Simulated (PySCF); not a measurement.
Ta²⁺: excitation energy

Ta²⁺ [Xe] 4f14 5d3 (4F) → Ta²⁺ [Xe] 4f14 5d2 6s1 (4F), as a difference of total energies. Calculation: PySCF 2.14, in aug-cc-pwCVDZ-PP with ECP60MDF (6s6p5d3f, 70 functions); a scalar-relativistic core potential. Correlated levels: valence: 5s2 5p6 frozen. The calculations carry no spin-orbit coupling.

```json
{"method": "UHF", "excitation energy (cm⁻¹)": "6320.1"}
{"method": "MP2 (valence)", "excitation energy (cm⁻¹)": "6661.8"}
{"method": "SCS-MP2 (valence)", "excitation energy (cm⁻¹)": "6434.0"}
{"method": "CCSD (valence)", "excitation energy (cm⁻¹)": "6644.8"}
{"method": "CCSD(T) (valence)", "excitation energy (cm⁻¹)": "6642.3"}
```

Question: How much does correlation contribute at CCSD(T) (valence)?

Answer: 6642.3 − (6320.1) = 322.2 cm⁻¹, measured against UHF.
